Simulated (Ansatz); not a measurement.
Abridged output of a molecular run in Ansatz:

```
Functional definition: HF
876 factors; integrals over basis functions are off by at most 1.1e-3 eV
mean field evaluation 1: about -21259.0375 eV, gradient 3.0e1 eV
mean field evaluation 2: about -21259.0416 eV, gradient 3.0e1 eV
mean field evaluation 4: about -21261.5236 eV, gradient 3.6e0 eV
mean field evaluation 8: about -21261.5709 eV, gradient 2.1e-4 eV
mean field -21261.57092065 eV, -781.3483197236 hartree, gradient 3.0e-6 eV, S^2 0.000000; 0 other end points of the search recorded, 0 dependent functions left out
12 core orbitals not correlated: weight in the atoms' cores, before any rotation towards them, 1.000 or more for the frozen orbitals, at most 0.000 for the correlated occupied ones
reference -21261.57092065 eV, -781.3483197236 hartree; 12, 12 occupied and 65, 65 virtual orbitals, 876 factors
second order -14.59169168 eV of doubles, -0.00000000 eV of singles
cycle   1  -15.30156011 eV  change   -7.1e-1 eV  update   9.5e-2
cycle   2  -15.76668638 eV  change   -4.7e-1 eV  update   2.9e-2
cycle   3  -15.85628143 eV  change   -9.0e-2 eV  update   1.4e-2
cycle   4  -15.85116593 eV  change    5.1e-3 eV  update   4.0e-3
cycle   5  -15.85126975 eV  change   -1.0e-4 eV  update   1.9e-3
cycle   6  -15.85109323 eV  change    1.8e-4 eV  update   6.6e-4
cycle   7  -15.85082410 eV  change    2.7e-4 eV  update   2.5e-4
cycle   8  -15.85086595 eV  change   -4.2e-5 eV  update   8.6e-5
cycle   9  -15.85087645 eV  change   -1.1e-5 eV  update   3.1e-5
cycle  10  -15.85086492 eV  change    1.2e-5 eV  update   1.2e-5
perturbative correction -0.52204036 eV, -0.0191846294 hartree
Total energy: -21277.94382593 eV, -781.9500128946 hartree
```

Its atoms:

Cartesian coordinates in Å:
```
S -0.1729 -1.9518 -0.0440
C 0.1971 -0.2937 -0.5816
N 0.8410 0.6590 0.3574
Si -0.8239 1.0488 0.1494
H 1.0828 -2.4385 -0.0959
H 0.5984 -0.2482 -1.5903
H 1.2373 0.2492 1.1914
H -1.8355 0.6551 1.1529
H -1.1244 2.3200 -0.5393
```

**Question.** Which basis set was used?
A. def2-QZVPP
B. def2-SVPD
C. cc-pV(T+d)Z
D. def2-SVP

**Answer.** D. It gives 89 functions.

**Question.** Write the keys of the input that set method, charge and spin (a neutral closed shell needs none for the last two).

**Answer.** 
```yaml
correlation: {method: ccsd_t}
```
